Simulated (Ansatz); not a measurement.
C₃H₁₀OSi, SMILES `CC(C)[SiH2]O` at its PBE0-D4/def2-TZVP geometry, where that method's forces vanish. Charge 0, multiplicity 1.

```csv
atom,x (Å),y (Å),z (Å)
C1,0.269,-0.886,-1.349
C2,0.515,0.208,-0.313
C3,-0.424,1.394,-0.521
Si4,0.388,-0.459,1.436
O5,-1.124,-1.036,1.777
H6,-0.740,-1.298,-1.253
H7,0.367,-0.492,-2.366
H8,0.974,-1.714,-1.244
H9,1.550,0.563,-0.414
H10,-1.471,1.089,-0.421
H11,-0.239,2.197,0.198
H12,-0.310,1.816,-1.525
H13,0.747,0.629,2.395
H14,1.302,-1.615,1.618
H15,-1.805,-0.396,1.981
```

(1) For each bond, give half the difference of the two atoms' forces along it (eV/Å; positive pushes the atoms apart) under PBE-D4, r2SCAN-D4, B3LYP-D4, ωB97M-V in def2-TZVPP. (Estimate.)

## Answers

(1) Ansatz gave: 
| bond | length (Å) | PBE-D4 | r2SCAN-D4 | B3LYP-D4 | ωB97M-V |
| --- | --- | --- | --- | --- | --- |
| C1–C2 | 1.527 | 0.01 | 0.12 | 0.18 | 0.17 |
| C1–H6 | 1.094 | 0.11 | -0.03 | -0.07 | -0.07 |
| C1–H7 | 1.095 | 0.11 | -0.03 | -0.08 | -0.08 |
| C1–H8 | 1.093 | 0.09 | -0.04 | -0.07 | -0.07 |
| C2–C3 | 1.527 | 0.02 | 0.13 | 0.18 | 0.17 |
| C2–Si4 | 1.876 | -0.04 | -0.04 | 0.02 | -0.08 |
| C2–H9 | 1.100 | 0.10 | -0.04 | -0.11 | -0.11 |
| C3–H10 | 1.095 | 0.11 | -0.02 | -0.06 | -0.06 |
| C3–H11 | 1.094 | 0.09 | -0.04 | -0.07 | -0.07 |
| C3–H12 | 1.095 | 0.12 | -0.03 | -0.08 | -0.09 |
| Si4–O5 | 1.654 | 0.32 | 0.04 | 0.15 | 0.16 |
| Si4–H13 | 1.494 | 0.00 | -0.04 | -0.12 | -0.14 |
| Si4–H14 | 1.485 | 0.05 | -0.02 | -0.13 | -0.15 |
| O5–H15 | 0.957 | 0.34 | 0.02 | -0.01 | -0.05 |

B3LYP here is the variant with VWN-RPA as its local correlation; programs differ in this.
